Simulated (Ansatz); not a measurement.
Computed with Ansatz.

Basis-set series for `[Cl][In@H-]1[Cl+][In@@H-]([Cl])[Cl+]1`. Charge 0, multiplicity 1. In: def2 effective core potential. All single points use the PBE0-D4/def2-TZVP geometry.

| functional | basis | functions | energy (Eh) | HOMO (eV) | LUMO (eV) |
| --- | --- | --- | --- | --- | --- |
| PBE0-D4 | def2-SVP | 134 | -2221.32006 | -8.69 | -1.53 |
| PBE0-D4 | def2-TZVPP | 296 | -2221.96678 | -8.81 | -1.67 |
| ωB97M-V | def2-SVP | 134 | -2221.73249 | -10.87 | 0.49 |
| ωB97M-V | def2-TZVPP | 296 | -2222.37174 | -11.04 | 0.19 |

Problem. Give the rows for def2-QZVPP. (Best estimate.)

Solution. The calculation gave: 
| functional | basis | functions | energy (Eh) | HOMO (eV) | LUMO (eV) |
| --- | --- | --- | --- | --- | --- |
| PBE0-D4 | def2-QZVPP | 504 | -2222.02411 | -8.82 | -1.73 |
| ωB97M-V | def2-QZVPP | 504 | -2222.42657 | -11.07 | 0.06 |

Positive LUMOs are unbound and depend on the basis.
